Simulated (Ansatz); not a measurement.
Program: Ansatz. Geometries: PBE0-D4/def2-TZVP. ΔE: electronic, gas phase. CBS: MP2 limit from def2 TZ/QZ plus the TZ coupled-cluster correction, frozen cores. Functionals use def2-TZVPP. B3LYP here is the variant with VWN-RPA as its local correlation; programs differ in this. HSE06 is defined as in plane-wave codes. Elements past krypton have def2 core potentials. For Sb outer-core shells are correlated without core-valence functions, which leaves a few kJ/mol of doubt a bond. Each species was taken in one conformer, which may not be the lowest.

`[OH][SbH][CH2][SiH3]` + `BOC` → `COB[SiH3]` + `[CH3][SbH][OH]`  (formal exchange of groups at the Si–C bond)

| level | ΔE (kJ/mol) | difference from CCSD(T)/CBS |
| --- | --- | --- |
| r2SCAN-D4 | 21.7 | -5.6 |
| B3LYP-D4 | 24.4 | -2.9 |
| ωB97M-V | 29.3 | 2.0 |
| B3LYP | 16.5 | -10.8 |
| r2SCAN0 | 23.1 | -4.2 |
| HSE06 | 15.8 | -11.5 |
| MP2/def2-TZVPP | 35.4 | 8.1 |
| CCSD/def2-TZVPP | 26.0 | -1.3 |
| HF/def2-QZVPP | 25.3 | -2.0 |
| MP2/def2-QZVPP | 35.7 | 8.4 |
| CCSD(T)/CBS | 27.3 | 0 |

Largest T1 diagnostic among the species: 0.014.

From BLYP to BHLYP (50 % exact exchange), in def2-TZVPP and without D4, ΔE moves by +10.5 kJ/mol. The D4 term adds +7.9 kJ/mol with B3LYP and +4.2 kJ/mol with PBE0; it sums over pairs of atoms, weighted by their polarisabilities, and B3LYP, whose exchange is more repulsive, gets the larger term. Leaving LDA and LC-ωPBE aside and taking each functional with its dispersion term where it has one, the values, not all of them listed here, spread over 14.4 kJ/mol, from PBE-D4 to BHLYP-D4. LDA lies +6.0 kJ/mol from PBE without D4.
